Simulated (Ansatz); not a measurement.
Basis-set extrapolation for CH7ClSi2 (`[SiH3]C[SiH2]Cl`) (PBE0-D4/def2-TZVP geometry, frozen core, Ansatz 0.2.0). Multiplicity 1, RHF reference.

```tsv
	def2-TZVPP	def2-QZVPP
HF	-1079.422097	-1079.455047
MP2 correlation	-0.620507	-0.670175
CCSD(T) correlation	-0.711335	not run
```

Energies in hartree. Use E(X) = E(∞) + A·exp(−7.88·√X) for Hartree–Fock and E(X) = E(∞) + B·X^(−2.97) for correlation, with X = 3 and 4, and add CCSD(T) minus MP2 of the smaller set to the MP2 limit.

What is the CCSD(T) energy at the basis-set limit?

HF limit: -1079.455047 + (-0.032950) × 0.13774 = -1079.45959. MP2 limit: -0.670175 + (-0.049668) × 0.74074 = -0.70697. Higher-order term: -0.711335 − (-0.620507) = -0.09083. Total: -1080.25739 hartree, 325.5 kJ/mol below CCSD(T)/def2-TZVPP.
